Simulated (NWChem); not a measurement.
CuH$_{2}$OF; SMILES [OH2]->[Cu][F]

Question: Give the equilibrium geometry at PBE0/def2-SVP (NWChem) as a Z-matrix, with the point group.

Answer: point group Cs; any orientation.
```
O
H 1 0.9657
H 1 0.9657 2 106.09
Cu 1 1.9332 2 114.44 3 127.16
F 4 1.7440 2 159.25 1 179.49
```
